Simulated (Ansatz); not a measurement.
# Which is lower?

Two relaxed structures of C2H4Se, singlet (PBE0-D4/def2-TZVP; forces vanish, vibrations not checked).

A:

```tsv
atom	x (Å)	y (Å)	z (Å)
C1	-0.5367	-0.1778	0.2348
C2	0.5945	0.4340	0.5526
Se3	-0.9176	-2.0272	0.3227
H4	0.4059	-2.4158	0.8278
H5	-1.3935	0.3815	-0.1273
H6	0.6774	1.5103	0.4538
H7	1.4655	-0.0992	0.9160
```

B:

| atom | x (Å) | y (Å) | z (Å) |
| --- | --- | --- | --- |
| C1 | -0.6087 | -0.0375 | -0.4222 |
| C2 | 0.6298 | 0.2280 | 0.3187 |
| Se3 | -0.1656 | -1.4956 | 0.8128 |
| H4 | -0.5352 | -0.3115 | -1.4673 |
| H5 | -1.5007 | 0.5121 | -0.1485 |
| H6 | 0.6074 | 0.9641 | 1.1127 |
| H7 | 1.5730 | 0.1405 | -0.2061 |

Ansatz 0.2.0; basis: def2-TZVPP; cores frozen in the correlated methods. Filled d shells of the heavier atoms are correlated. The def2 sets are not built for correlating such inner shells, so the correlated values are less sure here. B3LYP uses VWN-RPA correlation.

Q: Which structure is lower at CCSD(T), and by how much? (An estimate is asked for; the value comes from the calculation.)

A: Computed: B, by 0.263 eV (electronic energy, against the other). By their contacts, A is C₂H₄Se ([CH2][CH][SeH]) and B is C₂H₄Se ([CH2]1[CH2][Se]1).

All methods give the same order:

```json
{"method": "PBE-D4", "E(B) − E(A) (eV)": "-0.292"}
{"method": "r2SCAN-D4", "E(B) − E(A) (eV)": "-0.280"}
{"method": "PBE0-D4", "E(B) − E(A) (eV)": "-0.351"}
{"method": "B3LYP-D4", "E(B) − E(A) (eV)": "-0.169"}
{"method": "wB97M-V", "E(B) − E(A) (eV)": "-0.279"}
{"method": "HF", "E(B) − E(A) (eV)": "-0.121"}
{"method": "MP2", "E(B) − E(A) (eV)": "-0.412"}
{"method": "CCSD", "E(B) − E(A) (eV)": "-0.248"}
{"method": "CCSD(T)", "E(B) − E(A) (eV)": "-0.263"}
```

T1 diagnostic: at most 0.011.

Labels in which every atom is bracketed show which atoms are joined, not bond orders.

For scale, one of the runs: CCSD(T)/def2-TZVPP, 166 basis functions, launched by `ansatz run in.yaml --threads 2 --pin off --events-out ev --progress --plain --max-ram 4352MiB`. Hardware: 2 CPU threads of an Arm Neoverse V1, shared host. Wall time 41 s; peak host memory 1.4 GiB.
